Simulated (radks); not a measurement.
Results of a calculation; reference values are marked as such.
Q: All-electron atom: Bi36+ in [Kr] 4d10 4f1. Level of theory: Dirac Kohn-Sham, PBE, spin-unpolarised, spherical densities, finite nucleus; open shells fill j = l - 1/2 first; Fermi nuclear charge, rms radius 5.5211 fm (a radial shooting solver on a logarithmic mesh with Libxc functionals). Some entries of the table are withheld. Estimate them.

orbital,occ.,eigenvalue (eV),<r> (bohr)
1s1/2,2,-91886.76,0.01580
2s1/2,2,-17679.41,0.06580
2p1/2,2,(1),0.05390
2p3/2,4,(2),0.06295
3s1/2,2,-5354.120,0.1703
3p1/2,2,-5070.163,0.1608
3p3/2,4,-4545.202,0.1768
3d3/2,4,-4080.432,0.1535
3d5/2,6,-3969.216,0.1583
4s1/2,2,-2202.728,(3)
4p1/2,2,-2078.143,0.3531
4p3/2,4,-1924.868,0.3796
4d3/2,4,(4),0.3709
4d5/2,6,(5),0.3784
4f5/2,1,-1447.115,0.3516
4f7/2,0,-1438.329,0.3548
5s1/2,0,(6),(7)
5p1/2,0,-1121.170,0.6469
5p3/2,0,-1062.545,0.6826

A: 
(1) 2p1/2 eigenvalue (eV): -17048.25
(2) 2p3/2 eigenvalue (eV): -14730.14
(3) 4s1/2 <r> (bohr): 0.3557
(4) 4d3/2 eigenvalue (eV): -1723.903
(5) 4d5/2 eigenvalue (eV): -1692.616
(6) 5s1/2 eigenvalue (eV): -1178.109
(7) 5s1/2 <r> (bohr): 0.6396
